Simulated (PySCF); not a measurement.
Al(AsH2)(Me)2 (C2H8AlAs), SMILES [CH3][Al]([CH3])[AsH2].

Geometry: PBE-D3(BJ)/def2-SVP. The structure was generated by enumeration; whether it is a known compound was not checked.

These are TDA-PBE/def2-SVPD in PySCF values and carry that method's errors.

Vertical excitations. 

**Question.** Estimate the UV-visible absorptions. (An estimate is asked for; the answer gives what the named calculation found.)

**Answer.** 
| state | energy (eV) | λ (nm) | f | main pairs |
|---|---|---|---|---|
| S1 | 4.30 | 288 | 0.011 | HOMO→LUMO 95 % |
| S2 | 4.97 | 250 | 0.110 | HOMO→LUMO+1 94 % |
| S3 | 5.03 | 247 | 0.000 | HOMO−1→LUMO 99 % |
| S4 | 5.45 | 228 | 0.000 | HOMO→LUMO+2 97 % |
| S5 | 5.71 | 217 | 0.012 | HOMO−2→LUMO 85 % |
| S6 | 5.81 | 213 | 0.055 | HOMO−1→LUMO+1 95 % |
| S7 | 6.12 | 203 | 0.007 | HOMO→LUMO+3 49 %, HOMO→LUMO+4 45 % |
| S8 | 6.22 | 199 | 0.005 | HOMO−1→LUMO+2 88 % |
| S9 | 6.36 | 195 | 0.055 | HOMO−2→LUMO+1 88 % |
| S10 | 6.39 | 194 | 0.034 | HOMO→LUMO+5 95 % |
| T1 | 3.77 | 328 | 0 | HOMO→LUMO 98 % |
| T2 | 4.64 | 267 | 0 | HOMO→LUMO+1 98 % |
| T3 | 4.74 | 261 | 0 | HOMO−1→LUMO 100 % |
| T4 | 5.05 | 246 | 0 | HOMO→LUMO+2 98 % |
Triplets are in the Tamm–Dancoff approximation.
